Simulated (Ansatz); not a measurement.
The same path of C$_{4}$H$_{12}$OSi (18 atoms, charge 0, multiplicity 1) was run twice with different band settings. The coordinate that changes most is the dihedral C2–C3–Si4–H14.

The calculation used Ansatz 0.2.0, RKS r2SCAN/STO-3G.

Relaxed end points:

```xyz
18
Properties=species:S:1:pos:R:3
C -1.428 -1.314 -0.168
C 0.078 -1.284 0.198
C 0.683 0.149 0.350
Si -0.251 1.249 1.573
C 0.812 0.843 -1.042
O 1.657 -0.014 -1.884
H -2.037 -0.857 0.625
H -1.764 -2.352 -0.300
H -1.618 -0.772 -1.104
H 0.648 -1.810 -0.587
H 0.226 -1.836 1.142
H 1.713 0.018 0.726
H 0.572 2.386 1.921
H -0.559 0.507 2.775
H -1.480 1.736 0.989
H -0.200 0.991 -1.488
H 1.259 1.858 -0.910
H 1.651 0.513 -2.764
```

```xyz
18
Properties=species:S:1:pos:R:3
C -1.104 -1.583 0.278
C 0.397 -1.194 0.332
C 0.678 0.337 0.189
Si -0.268 1.409 1.427
C 0.419 0.809 -1.276
O 1.293 0.018 -2.153
H -1.659 -1.138 1.117
H -1.213 -2.675 0.336
H -1.566 -1.243 -0.660
H 0.932 -1.714 -0.481
H 0.821 -1.546 1.288
H 1.758 0.476 0.370
H -0.201 0.823 2.747
H -1.653 1.545 1.035
H 0.324 2.728 1.469
H -0.658 0.673 -1.534
H 0.636 1.901 -1.357
H 1.027 0.386 -3.074
```

Common settings: spring 5.0 eV/Å²; optimiser quadratic models (default); start path IDPP; force threshold 0.05 eV/Å; end points relaxed.

| run | movable images | climbing image | iteration limit |
| --- | --- | --- | --- |
| 1 | 7 | yes | 33 |
| 2 | 4 | no | 60 |

**Question.** What does each run give, and how far can it be trusted?

**Answer.** Run 1: converged after 8 iterations, highest image 0.067 eV above the first end. A vibrational analysis at the climbing image gives one clearly imaginary mode, 112i cm⁻¹: a first-order saddle point.
Run 2: converged after 4 iterations, highest image 0.073 eV above the first end. No image climbed, so the highest image needn't sit at the top of the path.
Limits of this set-up: minimal basis.
